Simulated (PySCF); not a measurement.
VS₂: bend–stretch map

All numbers come from PySCF, UPBE0, basis V def2-SVP, S def2-SVP (no relativity, density fitting).

Rigid scan from the doublet minimum (V–S 2.019 Å (×2); S–V–S 112.6°). Coordinate: rows scale both bonds, columns set the S–V–S angle. Energies in kJ/mol from the minimum.

Rows run from the largest first scale (top) to the smallest, columns from the smallest angle to the largest. Lower edges of the bins (kJ/mol): '_' 3.5, '.' 4.6, ':' 6.2, '-' 8.9, '=' 13.1, '+' 19.8, '*' 30.3, '#' 47.0, '%' 73.6, '@' 115.6; top 182, each point printed twice.
```
%%####%%%%%%@@
##**++**##%%%%
##----++##%%%%
##____++##%%%%
##====**%%%%@@
%%####%%@@@@@@
```

**Question.** Give the energies on the grid of the scan.

**Answer.** 
| scale \ angle | 90 | 105 | 120 | 135 | 150 | 165 | 180 |
| --- | --- | --- | --- | --- | --- | --- | --- |
| 0.94 | 103 | 47 | 53 | 88 | 133 | 168 | 182 |
| 0.97 | 64 | 14 | 15 | 44 | 80 | 110 | 122 |
| 1.00 | 50 | 5 | 4 | 26 | 56 | 81 | 91 |
| 1.03 | 53 | 13 | 10 | 27 | 53 | 74 | 82 |
| 1.06 | 67 | 32 | 28 | 42 | 64 | 82 | 90 |
| 1.10 | 97 | 69 | 64 | 74 | 91 | 109 | 116 |

The bond scale of lowest energy on the grid is 1.00 at 90°, 1.00 at 105°, 1.00 at 120°, 1.00 at 135°, 1.03 at 150°, 1.03 at 165°, 1.03 at 180°.

With open d or f shells other occupations or spin states may lie lower.

Other isomers or separated fragments may lie lower.
